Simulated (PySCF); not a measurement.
# Löwdin shares of the frontier orbitals

C4H8BCl.
Atom-mapped SMILES: `[Cl:1][B:2]1[CH2:3][CH2:4][CH2:5][CH2:6]1` (hydrogens: H7, H8 on C3; H9, H10 on C4; H11, H12 on C5; H13, H14 on C6)

Cartesian coordinates in Å at the PBE0-D3(BJ)/def2-SVP level; atoms count from 1:
```
atom  x, y, z in Å
Cl1    0.8658    4.7993    3.2805
B2     0.6915    3.2534    2.4643
C3    -0.6701    2.5627    2.1050
C4    -0.2389    1.4214    1.1701
C5     1.1698    1.0237    1.6310
C6     1.8746    2.3439    1.9813
H7    -1.0587    2.1529    3.0600
H8    -1.4629    3.2204    1.7177
H9    -0.9368    0.5694    1.1614
H10   -0.1907    1.7984    0.1334
H11    1.0940    0.4000    2.5391
H12    1.7058    0.4212    0.8809
H13    2.2665    2.8272    1.0626
H14    2.7334    2.2581    2.6639
```

Computed with TDDFT CAM-B3LYP/def2-SVPD, vertical, gas phase, core orbitals frozen in the response (PySCF).

Frontier orbitals with the atoms that hold most of them (Löwdin shares over 4%, at most four atoms; ? is withheld):

```json
{"orbital": "HOMO-3", "ε (eV)": "-10.94", "atoms": "C4 24%, C5 24%, C6 9%, C3 8%"}
{"orbital": "HOMO-2", "ε (eV)": "-10.83", "atoms": "Cl1 72%, B2 9%, C3 4%, C6 4%"}
{"orbital": "HOMO-1", "ε (eV)": "-10.58", "atoms": "?"}
{"orbital": "HOMO", "ε (eV)": "?", "atoms": "?"}
{"orbital": "LUMO", "ε (eV)": "0.35", "atoms": "B2 41%, Cl1 17%, C3 12%, C6 12%"}
{"orbital": "LUMO+1", "ε (eV)": "0.83", "atoms": "B2 50%, Cl1 12%, H13 4%, H7 4%"}
{"orbital": "LUMO+2", "ε (eV)": "1.66", "atoms": "Cl1 29%, C4 11%, C5 11%, H9 10%"}
```

Task: Which atoms hold the HOMO-1, and with what shares?

Result: C4 (bonded to 2 C and 2 H) 19%; C5 (bonded to 2 C and 2 H) 19%; H11 (bonded to C) 11%; H10 (bonded to C) 11%. By element: carbon 38% or more, hydrogen 22% or more.

Task: Which atoms hold the HOMO, and with what shares?

Result: Cl1 (bonded to B) 41%; B2 (bonded to 2 C and Cl) 16%; C6 (bonded to B, C and 2 H) 14%; C3 (bonded to B, C and 2 H) 14%. By element: chlorine 41%, carbon 28% or more, boron 16%.

Task: What is the HOMO energy, and the HOMO–LUMO gap?

Result: ε(HOMO) = -9.34 eV; the gap is 9.69 eV (0.3562 hartree).

Task: How does S1 compare with the orbital gap of 9.69 eV?

Result: S1 is at 5.54 eV (f = 0.0000), 4.15 eV below the gap, made of HOMO→LUMO (97%). 

Task: One configuration dominates each of S1, S2 and S5. Which, and how do the shares of the two leading atoms of either orbital change from the occupied to the empty one?

Result: 
- S1 (5.54 eV, f 0.0000), HOMO→LUMO (97%): Cl1 41% → 17%, B2 16% → 41%
- S2 (7.39 eV, f 0.040), HOMO→LUMO+1 (95%): Cl1 41% → 12%, B2 16% → 50%
- S5 (7.71 eV, f 0.029), HOMO-1→LUMO (83%): C4 19% → at most 13%, C5 19% → at most 13%, B2 at most 12% → 41%, Cl1 at most 12% → 17%

The run took about 50 s of CPU time (one thread, shared machine).

One conformer stands for the species.
